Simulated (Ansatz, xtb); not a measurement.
**FH7SSi3: 5 structures ranked**

5 gas-phase structures of FH7SSi3, from a drawn sample of its isomers (lower ones may exist). Each was relaxed with GFN2-xTB; where two conformers were screened, the lower at r2SCAN-D4/def2-SVP is listed:

A. `F[Si@@H]([SiH3])[SiH2]S`, a singlet
B. `F[Si]([SiH3])([SiH3])S`, a singlet
C. `F[SiH2][Si@@H]([SiH3])S`, a singlet
D. `F[SiH2][SiH2][SiH2]S`, a singlet
E. `F[Si@@H](S)[SiH2][SiH3]`, a singlet

Q: Which do you expect lowest at r2SCAN-D4/def2-SVP, and how would the others follow?

A: Calculated order at r2SCAN-D4/def2-SVP: E (0.0), B (1.4), C (3.0), D (3.0), A (5.5) kcal/mol. Less than 1 kcal/mol parts C and D, so the order within that pair means little.

Energies above the lowest of each column, in kcal/mol; the last columns are at PBE0-D3(BJ)/def2-SVP geometries:

| structure | GFN2-xTB | HF/STO-3G | r2SCAN-D4/def2-SVP | PBE0-D3(BJ)/def2-SVP | CCSD(T)/def2-SVP + ΔMP2/def2-TZVPP |
| --- | --- | --- | --- | --- | --- |
| E | 3.7 | 0.0 | 0.0 | 0.0 | 0.0 |
| B | 5.1 | 0.8 | 1.4 | 1.9 | 1.9 |
| C | 0.0 | 3.2 | 3.0 | 3.9 | 3.4 |
| D | 1.3 | 0.6 | 3.0 | 3.3 | 3.2 |
| A | 0.5 | 2.9 | 5.5 | 5.5 | 5.6 |

CCSD(T)/def2-SVP + ΔMP2/def2-TZVPP puts E lowest; GFN2-xTB picks C. CCSD(T)/def2-SVP + ΔMP2/def2-TZVPP orders those it was run on as E (0.0), B (1.9), D (3.2), C (3.4), A (5.6) kcal/mol. Less than 1 kcal/mol parts D and C, so the order within that pair means little. Flexible structures stand in one conformer each, not always the lowest. ΔMP2 is the change of the MP2 energy from the smaller to the larger basis.

Over these structures GFN2-xTB departs from r2SCAN-D4/def2-SVP by 3.3 kcal/mol on average once a common shift is removed. A GFN2-xTB relaxation took about 2 s and the r2SCAN-D4/def2-SVP energy about 9.1 s on a shared host (Ansatz 0.2.0, xtb 6.7.1).
